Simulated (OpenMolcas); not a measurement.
V4+ (d1) among equal point charges was computed by CASSCF with the d shell active (OpenMolcas, ANO-RCC-VDZP on the metal). Its lowest spin-free states, and all those of the highest spin:

| 2S+1 | Degeneracy | E (cm-1) |
| --- | --- | --- |
| 2 | 3 | 0.0 |
| 2 | 2 | 5132 |

Is the site octahedral, tetrahedral or cube-like, axial, or of lower symmetry?

The states with 2S+1 = 2 have orbital degeneracies 3, 2. Threefold states need a cubic site. For d1 at this spin an octahedron puts the threefold T2 below the twofold E and a tetrahedron or cube puts the twofold E below the threefold T2, so the site is octahedral. The first gap at this spin, 5130 cm-1, is |10Dq| in ligand-field theory. The run had V4+ among 6 point charges of -1.3 e arranged as an octahedron (Oh), 1.74 Å from the ion.

An orbital triplet at a regular site is open to Jahn-Teller coupling, which can distort the site and quench the lowest spin-orbit gaps and is left out. This field is weak: 10Dq is about 5132 cm-1, while octahedral complexes of 3d ions of charge 3 and more, computed by the same method with explicit ligands, had a median near 15000 cm-1. Ground spin and moment need not be those of a real site. This is an electrostatic model: the charges have no orbitals. No measured value stands beside these numbers.
